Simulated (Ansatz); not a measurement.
The first iterations of a band of GeH₄O (6 atoms, charge 0, multiplicity 1).

All numbers below come from RKS r2SCAN-D4/def2-SVP in Ansatz.

```yaml
movable_images: 4
climbing_image: no
spring: 5.0 eV/Å²
optimiser: quadratic models (default)
start_path: through a guess of the saddle point
force_threshold: 0.03 eV/Å
iteration_limit: 60
end_points: relaxed
```

First end point:

```xyz
6
Properties=species:S:1:pos:R:3
Ge 0.209 -0.045 0.130
H 0.099 0.051 1.664
H 1.661 0.093 -0.327
O -0.621 1.333 -0.646
H -1.568 1.339 -0.456
H -0.399 -1.378 -0.348
```

Last end point:

```xyz
6
Properties=species:S:1:pos:R:3
Ge 0.105 -0.157 -1.082
H 1.011 -0.149 1.426
H 1.573 0.181 1.028
O -0.884 1.333 -0.937
H -1.642 1.246 -0.342
H -0.783 -1.062 -0.076
```

| iteration | highest image above the first end (eV) | largest band force component (eV/Å) |
| --- | --- | --- |
| 1 | 4.236 | 5.291 |
| 2 | 3.086 | 2.406 |
| 3 | 2.504 | 1.852 |
| 4 | 2.217 | 0.772 |

Does the band converge within its limit, and where does its top end?

It converged. It ended after 12 iterations with the highest image 2.098 eV above the first end. Neighbouring images differ by up to 1.6 eV, so the band resolves the path poorly. No image climbed, so the highest image needn't sit at the top of the path. The orbitals stay closed-shell, which can raise the energy where a bond breaks towards radicals; this wasn't checked here.

Run time: 110 s on 1 thread of Arm Neoverse V2, with other jobs on the host, peak memory 0.11 GiB.
